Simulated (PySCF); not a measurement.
```xyz
5
charge 0 multiplicity 4, angstrom
Re    0.0000    0.0000   -0.0539
O     1.8401   -0.0523    0.2766
O    -1.8401    0.0522    0.2763
H     2.3696   -0.7863    0.6108
H    -2.3697    0.7859    0.6108
```

Computed with UPBE0/[Re def2-SVP with ECP60, O def2-SVP, H def2-SVP], scalar-relativistic core potentials, density fitting, no spin–orbit coupling, PySCF.

This geometry of Re(OH)₂ is a stationary point at this level.

(1) What is the point group?

(2) Is it a minimum?

(3) List the harmonic modes with their infrared intensities.

(4) Give the atomic charges and bond orders.

(5) Give the ideal-gas entropy at 298.15 K and 1 bar by parts.

Answers

(1) C2.

(2) Yes: all harmonic wavenumbers are real.

(3) 
```csv
symmetry,ω (cm⁻¹),IR (km/mol)
a,83,9.0
b,314,23.0
a,472,110
b,551,331
a,668,12.2
b,724,177
a,753,7.7
b,3874,290
a,3875,38.8
```

(4) 
```csv
atom,Mulliken,Löwdin,polar tensor,spin (Mulliken),Mayer order to Re1
Re1,0.43,0.04,0.73,2.98,–
"O2,3",-0.44,-0.12,-0.69,-0.02,1.20
"H4,5",0.22,0.10,0.33,0.02,0.03
```
Other Mayer orders above 0.3: O–H 0.93 (×2).

(5) translation 176.2, rotation 89.1, vibration 30.6, spin 11.5; total 307.5 J/(mol K).

Other isomers or separated fragments may lie lower. Open d and f shells are described by one determinant, and the ground state may have another occupation or spin. Spin–orbit coupling, left out here, can matter for elements this heavy.
